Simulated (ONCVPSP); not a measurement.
# Potentials for nitrogen compared

Generated with ld1.x 7.5 (TM, RRKJ, ultrasoft, PAW), atompaw 4.2 or ONCVPSP 4.0.1. The cutoff is in Ry: for ld1.x and atompaw files where the sum of valence levels is converged to 10 mRy in a Bessel basis, for ONCV files where the hardest occupied wave has 1 mHa per electron of residual kinetic energy. The error is the largest all-electron minus pseudo excitation energy over each file’s own four to seven test configurations (ionisations up to +4, promotions, holes and added fractions of an electron), all of which were solved. The labels leave out finer settings (local radius, basis sizes, second energies), which also bear on the numbers. Spin-polarised tests are not counted. The rows are a selection from randomly drawn settings: files with unsolved tests, undetermined cutoffs or missed reference levels are left out.

A true bound ghost makes a file unfit for plane-wave use even where its test errors are small: the radial tests pick states by their node count and pass the ghost by.

| potential | cutoff (Ry) | largest error (meV) | bound ghosts |
| --- | --- | --- | --- |
| ONCV, LDA (Perdew-Wang 92), scalar-relativistic, rc 1.05/1.35 (sp), local smoothed, core correction yes, reference 2s2 2p3, qcut 7.4/9.3, projectors 3/1 | 60 | +416 | none |
| ONCV, LDA (Perdew-Zunger), scalar-relativistic, rc 0.70/0.60/0.60 (spd), local smoothed, core correction no, reference 2s2, qcut 7.5/16.4/14.5, projectors 3/3/2 | 144 | +313 | s |
| ONCV, PBE, scalar-relativistic, rc 0.95/1.65/1.35 (spd), local smoothed, core correction yes, reference 2s2 2p3, qcut 8.4/9.3/7.4, projectors 2/2/1 | 58 | +759 | none |
| ONCV, Wu-Cohen, non-relativistic, rc 1.05/2.50/2.70 (spd), local s, core correction yes, reference 2s1.75 2p3.25, qcut 6.4/5.6/3.4, projectors 0/3/2 | 74 | +4109 | none |
| ONCV, PBE, scalar-relativistic, rc 1.10/1.85 (sp), local smoothed, core correction yes, reference 2s2 2p3, qcut 7.4/7.3, projectors 1/2 | 44 | +1097 | none |
| ONCV, revPBE, scalar-relativistic, rc 0.90/2.40 (sp), local smoothed, core correction yes, reference 2s2 2p3, qcut 8/5.8, projectors 1/2 | 57 | +3320 | none |
| ONCV, PBE, scalar-relativistic, rc 0.80/2.50 (sp), local smoothed, core correction no, reference 2s2 2p2, qcut 6.5/6.9, projectors 2/2 | 116 | +3456 | none |

Q: Fill in the row for N: ONCV, PBE, scalar-relativistic, rc 1.10/1.35/1.20 (spd), local smoothed, core correction yes, reference 2s2 2p3, qcut 6.2/8.8/7.7, projectors 2/3/2.

A: cutoff 68 Ry, largest error +574 meV, bound ghosts: none.

Q: Fill in the row for N: ONCV, LDA (Perdew-Wang 92), scalar-relativistic, rc 0.45/2.50/2.00 (spd), local smoothed, core correction no, reference 1s2 2s1.75 2p3.25, qcut 32.7/4.7/4.7, projectors 2/2/2.

A: cutoff 714 Ry, largest error +1576 meV, bound ghosts: p, d.
